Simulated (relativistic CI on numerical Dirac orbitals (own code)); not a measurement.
A reference radial Dirac CI calculation of Nb⁺ gave the lowest total energy -3814.29743 Ha in 12 SCF steps, from this input:

```
atom Nb  Z=41  charge=1  electrons=40
nucleus A=93  rms_radius_fm=4.3240
hamiltonian dirac-coulomb  breit=on  qed=on  c_scale=1
orbitals kli  potential=per-configuration
slater_scale 1
correlation none
mixing on
grid step=0.0125 r_max=74.5
scf mixing=0.4 start=green max_iterations=150 tolerance=2e-08 node_fill=0.05
configurations
  [Kr] 4d4
end
```

One setting was then changed, and the output read:

```
SCF 1: [Kr] 4d4
 iter      energy (Ha)   residual   last orbital (Ha)
    1     -3810.451716   1.57e+00     -0.88799
    2     -3817.327253   4.49e-01     -0.48582
    3     -3817.894230   1.29e-01     -0.45645
    4     -3817.931910   2.34e-02     -0.50455
    5     -3817.932830   1.44e-02     -0.49269
    6     -3817.932704   5.02e-04     -0.48739
    7     -3817.932749   1.26e-04     -0.48786
    8     -3817.932755   2.86e-05     -0.48779
    9     -3817.932753   2.25e-06     -0.48777
   10     -3817.932753   1.55e-06     -0.48777
   11     -3817.932753   4.42e-08     -0.48777
   12     -3817.932753   3.33e-09     -0.48777
orbital energies (Ha): 3p3/2 -13.0164  3d3/2 -7.7168  3d5/2 -7.6111  4s -2.5124  4p1/2 -1.6937  4p3/2 -1.6192  4d3/2 -0.4937  4d5/2 -0.4878
configuration averages (Ha): Dirac-Coulomb, Breit, QED
  4d4                          -3817.932753    2.230930    1.492568
levels: no., configuration, term, J, E (cm-1), weight
   1 4d4                    5D   0                0.0  0.98
   2 4d4                    5D   1              129.4  0.99
   3 4d4                    5D   2              359.9  0.99
   4 4d4                    5D   3              662.8  0.99
   5 4d4                    5D   4             1018.5  0.99
   6 4d4                    3H   4             6367.3  0.90
   7 4d4                    3P   0             6372.0  0.95
   8 4d4                    3H   5             6671.0  0.95
   9 4d4                    3H   6             6940.7  0.97
  10 4d4                    3P   1             7064.5  0.98
  11 4d4                    3F   3             7429.2  0.68
  12 4d4                    3F   2             7501.4  0.98
  13 4d4                    3F   4             7605.1  0.74
  14 4d4                    3P   2             8073.7  0.97
lowest total energy -3814.255009 Ha
end: converged
```

(1) Which setting was changed?
A. start potential
B. QED terms
C. Slater scale
D. Breit term

Answers

(1) C. The Slater scale 0.5.
